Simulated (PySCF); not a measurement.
From one molecule to another.

First species: C6H8F2O2.
Atom-mapped SMILES: `[CH3:1][C@:2]1([CH:3]([F:4])[F:5])[CH2:6][O:7][CH2:8][C:9]1=[O:10]` (hydrogens: H11, H12, H13 on C1; H14 on C3; H15, H16 on C6; H17, H18 on C8)

Second species: CH10FN3Si3.
InChI=1S/CH10FN3Si3/c2-1-8-4-6-3-7-5-8/h3-5,8H,1,6-7H2

Levels: PBE0/pcSseg-1 for HOMO energy, LUMO energy and HOMO–LUMO gap. Geometries: GFN2-xTB. All species are isolated and taken at one optimised geometry, non-relativistic unless stated; the electronic structure was computed with PySCF and density fitting.

Values for the first species:

| Item | Value |
| --- | --- |
| HOMO energy | -7.55 eV |
| LUMO energy | -1.17 eV |
| HOMO–LUMO gap | 6.38 eV |

Q: Estimate the same properties for the second species, and the change in each.

A: 
```
     property     first    second  second less first
  HOMO energy  -7.55 eV  -7.25 eV           +0.30 eV
  LUMO energy  -1.17 eV   0.57 eV           +1.74 eV
HOMO–LUMO gap   6.38 eV   7.82 eV           +1.44 eV
```

One conformer stands for the species.
